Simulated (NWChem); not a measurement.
System: C5H8; SMILES C1=CCCC1

NWChem printed, in part:

```
             Northwest Computational Chemistry Package (NWChem) 7.3.0
             --------------------------------------------------------

                             Geometry "geometry" -> ""
                             -------------------------

 Output coordinates in angstroms (scale by  1.889725989 to convert to a.u.)

  No.       Tag          Charge          X              Y              Z
 ---- ---------------- ---------- -------------- -------------- --------------
    1 C                    6.0000     1.07687400     0.05380600     0.66781900
    2 C                    6.0000     1.07687400     0.05380600    -0.66781900
    3 C                    6.0000    -0.31625800    -0.09962200    -1.23718600
    4 C                    6.0000    -1.22826100     0.12441900     0.00000000
    5 C                    6.0000    -0.31625800    -0.09962200     1.23718600
    6 H                    1.0000     1.96359700     0.11459200     1.29349100
    7 H                    1.0000     1.96359700     0.11459200    -1.29349100
    8 H                    1.0000    -0.52943500     0.60984700    -2.04718600
    9 H                    1.0000    -0.44903100    -1.10441800    -1.66748700
   10 H                    1.0000    -1.59080700     1.15858700     0.00000000
   11 H                    1.0000    -2.10808000    -0.52662200     0.00000000
   12 H                    1.0000    -0.44903100    -1.10441800     1.66748700
   13 H                    1.0000    -0.52943500     0.60984700     2.04718600

 Effective nuclear repulsion energy (a.u.)     170.8043526279

                                 NWChem DFT Module
                                 -----------------

 Summary of "ao basis" -> "ao basis" (spherical)
 ------------------------------------------------------------------------------
       Tag                 Description            Shells   Functions and Types
 ---------------- ------------------------------  ------  ---------------------
 C                           6-31g*                  6       14   3s2p1d
 H                           6-31g*                  2        2   2s

 in cosmo_initialize ...
 calling solv_data for solv:ethanol

 solvent parameters
 solvname_short: ethanol
 solvname_long:  ethanol
 dielec:       24.8520
 dielecinf:     1.8526
 nonaqueous SMD model solvent descriptors
 dielec:       24.8520
 sola:          0.3700
 solb:          0.4800
 solc:          0.0000
 solg:         31.6200
 solh:          0.0000
 soln:          1.3611

          ---------------
          -cosmo- solvent
          ---------------
 Cosmo: York-Karplus, doi: 10.1021/jp992097l
 dielectric constant -eps-     =  24.85
 screen = (eps-1)/(eps    )    =   0.95976
 surface charge correction     = lagrangian

   van der Waals surface
 --------------------------

[...]

                                COSMO-SMD solvation results
                                ---------------------------

             internal energy in gas <Psi(g)|H|Psi(g)> =      -195.221751003423
         internal energy in solvent <Psi(s)|H|Psi(s)> =      -195.221476418705
                               delta internal energy  =         0.000274584718 (    0.17 kcal/mol)
   total free energy in solvent <Psi(s)|H+V/2|Psi(s)> =      -195.224513755869
 polarization energy contribution <Psi(s)|V/2|Psi(s)> =        -0.003037337164 (   -1.91 kcal/mol)
    total free energy in solvent including G(SMD-CDS) =      -195.227091430793
                       G(SMD-CDS) energy contribution =        -0.002577674924 (   -1.62 kcal/mol)
     1 M fixed-concentration free energy of solvation =        -0.005340427370 (   -3.35 kcal/mol)

                       DFT Final Molecular Orbital Analysis
                       ------------------------------------

 Vector   17  Occ=2.000000D+00  E=-3.992014D-01
              MO Center= -8.0D-01, -6.9D-02,  9.3D-10, r^2= 2.9D+00
   Bfn.  Coefficient  Atom+Function         Bfn.  Coefficient  Atom+Function
  ----- ------------  ---------------      ----- ------------  ---------------
    46      0.261644   4 C  py               81     -0.234038  11 H  s
    45      0.224498   4 C  px               82     -0.217030  11 H  s
     3      0.145704   1 C  px               17      0.145704   2 C  px
    50      0.145105   4 C  py               31     -0.134946   3 C  px
    59     -0.134946   5 C  px               79      0.134096  10 H  s

 Vector   18  Occ=2.000000D+00  E=-3.921345D-01
              MO Center= -3.2D-01,  4.8D-02,  2.4D-08, r^2= 2.9D+00
   Bfn.  Coefficient  Atom+Function         Bfn.  Coefficient  Atom+Function
  ----- ------------  ---------------      ----- ------------  ---------------
    47      0.365531   4 C  pz               31      0.221284   3 C  px
    59     -0.221284   5 C  px               33     -0.206584   3 C  pz
    61     -0.206584   5 C  pz               51      0.196436   4 C  pz
     3      0.138477   1 C  px               17     -0.138477   2 C  px
    35      0.125496   3 C  px               63     -0.125496   5 C  px

 Vector   19  Occ=2.000000D+00  E=-2.937779D-01
              MO Center=  6.8D-01, -6.9D-03, -2.0D-09, r^2= 2.6D+00
   Bfn.  Coefficient  Atom+Function         Bfn.  Coefficient  Atom+Function
  ----- ------------  ---------------      ----- ------------  ---------------
     4      0.349812   1 C  py               18      0.349812   2 C  py
     8      0.276659   1 C  py               22      0.276659   2 C  py
    78      0.142731   9 H  s                84      0.142731  12 H  s
    32     -0.138752   3 C  py               60     -0.138752   5 C  py
    77      0.116696   9 H  s                83      0.116696  12 H  s

 Vector   20  Occ=0.000000D+00  E= 6.804382D-02
              MO Center=  9.3D-01,  2.3D-02,  1.7D-09, r^2= 2.5D+00
   Bfn.  Coefficient  Atom+Function         Bfn.  Coefficient  Atom+Function
  ----- ------------  ---------------      ----- ------------  ---------------
     8      0.642478   1 C  py               22     -0.642478   2 C  py
     4      0.397371   1 C  py               18     -0.397371   2 C  py
    78     -0.241520   9 H  s                84      0.241520  12 H  s
    76      0.139493   8 H  s                86     -0.139493  13 H  s
    51     -0.138553   4 C  pz               77     -0.081835   9 H  s

 Vector   21  Occ=0.000000D+00  E= 1.443512D-01
              MO Center= -7.7D-01,  2.1D-01,  3.9D-08, r^2= 6.1D+00
   Bfn.  Coefficient  Atom+Function         Bfn.  Coefficient  Atom+Function
  ----- ------------  ---------------      ----- ------------  ---------------
    48      1.174536   4 C  s                34      0.947834   3 C  s
    62      0.947834   5 C  s                80     -0.925832  10 H  s
    76     -0.786624   8 H  s                86     -0.786624  13 H  s
    82     -0.648738  11 H  s                78     -0.596742   9 H  s
    84     -0.596742  12 H  s                37     -0.424558   3 C  pz

 Vector   22  Occ=0.000000D+00  E= 1.705004D-01
              MO Center= -1.0D+00, -2.5D-01, -2.6D-08, r^2= 5.0D+00
   Bfn.  Coefficient  Atom+Function         Bfn.  Coefficient  Atom+Function
  ----- ------------  ---------------      ----- ------------  ---------------
    82      1.031815  11 H  s                78      0.829497   9 H  s
    84      0.829497  12 H  s                80     -0.761103  10 H  s
    76     -0.603241   8 H  s                86     -0.603241  13 H  s
    36      0.581838   3 C  py               64      0.581838   5 C  py
    50      0.542581   4 C  py               49      0.461612   4 C  px

     Multipole analysis of the density
     ---------------------------------

     L   x y z        total         alpha         beta         nuclear
     -   - - -        -----         -----         ----         -------
     0   0 0 0     -0.000000    -19.000000    -19.000000     38.000000

     1   1 0 0     -0.081720     -0.068451     -0.068451      0.055182
     1   0 1 0     -0.035983     -0.082931     -0.082931      0.129879
     1   0 0 1      0.000000      0.000000      0.000000     -0.000000

     2   2 0 0    -22.694931    -82.443475    -82.443475    142.192019
     2   1 1 0      0.119433     -0.332482     -0.332482      0.784397
     2   1 0 1      0.000000      0.000000      0.000000      0.000000
     2   0 2 0    -23.973780    -21.050141    -21.050141     18.126502
     2   0 1 1     -0.000000     -0.000000     -0.000000      0.000000
     2   0 0 2    -22.157952    -84.301046    -84.301046    146.444140
```

Level: M06-2X/6-31G* (spherical d), SMD on the gas-phase geometry. Geometry: optimised at B3LYP/6-31G* (spherical d). Solvent: ethanol.

### Question
Reconstruct the input file.

### Answer
One answer among several that fit: the input that was run:
```
start job
memory heap 200 mb stack 900 mb global 1100 mb
geometry units angstroms noautosym nocenter noautoz
  C      1.076874     0.053806     0.667819
  C      1.076874     0.053806    -0.667819
  C     -0.316258    -0.099622    -1.237186
  C     -1.228261     0.124419     0.000000
  C     -0.316258    -0.099622     1.237186
  H      1.963597     0.114592     1.293491
  H      1.963597     0.114592    -1.293491
  H     -0.529435     0.609847    -2.047186
  H     -0.449031    -1.104418    -1.667487
  H     -1.590807     1.158587     0.000000
  H     -2.108080    -0.526622     0.000000
  H     -0.449031    -1.104418     1.667487
  H     -0.529435     0.609847     2.047186
end
basis spherical
  C library 6-31g*
  H library 6-31g*
end
dft
  xc m06-2x
  iterations 150
end
cosmo
  do_cosmo_smd true
  solvent ethanol
end
task dft energy
```
